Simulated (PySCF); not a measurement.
A PySCF script (with the pyscf-properties extension) for the NMR shieldings of SMILES [S](CC)[AlH][CH]1CCCC1, C7H15AlS, on a GFN2-xTB geometry:

```python
import basis_set_exchange as bse
import numpy as np
from pyscf import gto, dft
from pyscf.prop import nmr

atoms = """
C     4.264204   -0.569165    0.295137
C     3.809442    0.523890   -0.650315
S     2.453035   -0.057161   -1.759068
Al    0.857114    0.119453   -0.253031
C    -1.045990   -0.423390   -0.523422
C    -1.768365   -0.589694    0.830860
C    -3.230995   -0.159109    0.598713
C    -3.313118    0.275659   -0.869524
C    -1.882469    0.673911   -1.217103
H     4.554402   -1.457390   -0.260740
H     5.115012   -0.225652    0.881333
H     3.450361   -0.836708    0.974623
H     4.612316    0.833097   -1.317349
H     3.451820    1.393396   -0.090986
H     1.272385    0.824886    1.060750
H    -1.192451   -1.345441   -1.109306
H    -1.698173   -1.616021    1.192508
H    -1.305064    0.054533    1.586084
H    -3.924504   -0.972426    0.810186
H    -3.488265    0.674937    1.252095
H    -3.617997   -0.565389   -1.494756
H    -4.025029    1.086930   -1.019397
H    -1.700776    0.722297   -2.291619
H    -1.658629    1.654321   -0.784653
"""
names = dict.fromkeys(["C", "S", "Al", "H"], "pcSseg-1")
basis = {el: gto.basis.parse(bse.get_basis(n, elements=[el], fmt="nwchem")) for el, n in names.items()}
mol = gto.M(atom=atoms, basis=basis, charge=0, verbose=0)
mf = dft.RKS(mol, xc="PBE0")
mf.grids.level = 2
mf.grids.alignment = dft.numint.BLKSIZE   # the property module wants whole blocks of grid points
mf.conv_tol = 1e-9
mf.kernel()

calc = nmr.RKS(mf)   # GIAO
C = mf.mo_coeff
Co = C[:, mf.mo_occ > 0]
resp = mf.gen_response(singlet=True, hermi=2)
def vind(x):   # induced exchange potential for any number of trial vectors
    d = np.einsum("pi,xij,qj->xpq", C, 2 * x.reshape(-1, C.shape[1], Co.shape[1]), Co, optimize=True)
    return np.einsum("xpq,pi,qj->xij", resp(d - d.transpose(0, 2, 1)), C, Co, optimize=True).ravel()
mo1, _ = nmr.rhf.solve_mo1(calc, with_cphf=vind)
sigma = calc.kernel(mo1)
for i, s in enumerate(sigma):   # ppm
    print("%2d %-2s %9.2f" % (i, mol.atom_pure_symbol(i), np.trace(s) / 3))
```

Problem. What does it print?

Solution. 
```
 0 C     158.72
 1 C     157.25
 2 S     507.38
 3 Al    284.70
 4 C     156.28
 5 C     156.89
 6 C     160.09
 7 C     154.81
 8 C     154.43
 9 H      30.21
10 H      30.19
11 H      30.81
12 H      28.84
13 H      28.77
14 H      26.52
15 H      30.76
16 H      29.80
17 H      29.91
18 H      29.88
19 H      30.16
20 H      30.45
21 H      29.82
22 H      29.91
23 H      30.73
```

These numbers come from an equivalent density-fitted implementation of the same equations, which agrees with the script to about 0.01 ppm for H and up to a few tenths of a ppm for heavy atoms, so last digits may differ.

Size and cost of the density-fitted run: 242 basis functions, 61 s wall time on 1 thread of an Arm Neoverse V1, shared host; peak memory 1 GiB.
